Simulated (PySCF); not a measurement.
# Reading the logs of faulty runs: BCGeH6N

These are calculations, not measurements. They come from PySCF 2.14.0, an open-source quantum chemistry program, on an isolated molecule that a program drew, which may never have been made. The molecule is BCGeH6N (charge 0, singlet), drawn as the SMILES string `[CH3][Ge][BH]N`.

Each row is a Hartree-Fock (HF) and frozen-core CCSD(T) single point in the cc-pVDZ basis, meant for a local HF minimum. Run 1 is clean. Each other run has one planted mistake out of seven kinds, and not every kind appears here: one electron removed, one electron added, multiplicity raised by two, geometry at a saddle point, minimal basis STO-3G, one bond length entered in bohr, all coordinates scaled. The reference is restricted for singlets and unrestricted otherwise, and also for a bond in bohr. Adding or removing an electron swaps singlet and doublet. Electrons count all cores. HOMO and LUMO are orbital energies over both spins, the gradient is its largest component, and the lowest frequency (negative if imaginary) is given only where the gradient is small. Bond lengths are over the 9 bonds as drawn. T1 is the CCSD diagnostic: over 0.02 (restricted) or 0.045 (unrestricted) a single reference is doubtful. Germanium has the cc-pVDZ-PP basis, with a core potential (ECP10MDF) in place of its 10 inner electrons, and its 3s, 3p and 3d shells are frozen in CCSD(T).

Geometry of the clean run:
```xyz
10
BCGeH6N, angstrom
C    -0.4116    1.5365    1.8670
Ge   -1.5484   -0.1235    1.7277
B    -0.2890   -1.1559    0.3561
N    -0.4815   -1.2543   -1.0203
H    -0.7952    2.2317    2.6154
H     0.6246    1.2826    2.1149
H    -0.3926    2.0438    0.8947
H     0.6640   -1.7473    0.8128
H     0.1323   -1.7712   -1.6168
H    -1.2367   -0.8273   -1.5150
```

| run | electrons | basis functions | <S^2> | HOMO (eV) | LUMO (eV) | gradient (hartree/bohr) | lowest frequency (cm^-1) | mean bond (Å) | longest bond (Å) | T1 | HF (hartree) | CCSD(T) (hartree) | mistake |
|---|---|---|---|---|---|---|---|---|---|---|---|---|---|
| 1 | 56 | 95 | 0.000 | -7.64 | 1.01 | 2.8e-05 | 69 | 1.3369 | 2.129 | 0.0145 | -413.87733 | -414.42420 | no fault |
| 2 | 57 | 95 | 0.764 | -0.42 | 7.92 | 1.9e-02 | - | 1.3369 | 2.129 | 0.0155 | -413.86562 | -414.42243 | one electron added |
| 3 | 56 | 95 | 0.992 | -7.84 | 1.08 | 1.7e-02 | - | 1.4566 | 2.289 | 0.0645 | -413.77260 | -414.31378 | ? |
| 4 | 56 | 95 | 0.000 | -7.89 | 0.71 | 4.6e-02 | - | 1.4385 | 2.291 | 0.0169 | -413.83504 | -414.39651 | ? |

**Which mistake was planted in run 3, and what did it cost?**

The mean bond changes by a factor of 1.090 and the longest by 1.075, so the molecule wasn't scaled as a whole. A length L in bohr read as angstrom grows by (1/0.5292 - 1) L = 0.890 L. The 9 bonds together grew by 9 x 0.1197 = 1.077 Å, which gives L = 1.211 Å. That is bond B3-H8, 1.211 Å in the clean geometry. So the mistake is: one bond length entered in bohr. Subtracting run 1 and multiplying by 627.51 kcal/mol a hartree, the energy moved by 65.7 kcal/mol in HF and 69.3 kcal/mol in CCSD(T).

**Which mistake was planted in run 4, and what did it cost?**

The mean and the longest bond both change by the same factor, 1.076, and the gradient is no longer small. So the mistake is: all coordinates scaled. Subtracting run 1 and multiplying by 627.51 kcal/mol a hartree, the energy moved by 26.5 kcal/mol in HF and 17.4 kcal/mol in CCSD(T).

Cautions from the logs. Run 2: the added electron raises the CCSD(T) energy, so it isn't bound in this basis; run 3: T1 is over the limit, so its CCSD(T) energy is less reliable.
